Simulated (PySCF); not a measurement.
HB, charge -1, doublet, at the geometry of the source list (a state made from the parent by changing its charge; the spin is typed, not shown lowest) (in this run its highest filled SCF level lies above zero, so its values depend strongly on the basis, on diffuse functions most of all). Base run: SVWN5/cc-pVTZ (PySCF).

PySCF was given this input:
```python
from pyscf import gto, scf, dft

mol = gto.Mole()
mol.atom = '''
    B     0.32270000    0.09790000   -0.47190000
    H    -0.32270000   -0.09790000    0.47190000
'''
mol.basis = 'cc-pvtz'
mol.charge = -1
mol.spin = 1
mol.verbose = 4
mol.symmetry = True
mol.build()

mf = dft.UKS(mol)
mf.xc = 'lda,vwn'
mf.kernel()
mf.analyze()
```

Each row names what was changed in the base input (with any setting that the change needs).

```tsv
change	ΔE vs base (mEh)	point group used	SCF cycles
base	0.000	Coov	8
symmetry_subgroup = C2v	-0.456	C2v	8
symmetry = off	-0.456	C1	8
```

Open shells are given as the SCF converged; they aren't shown to be the lowest states, and a large step between rows can be another state.
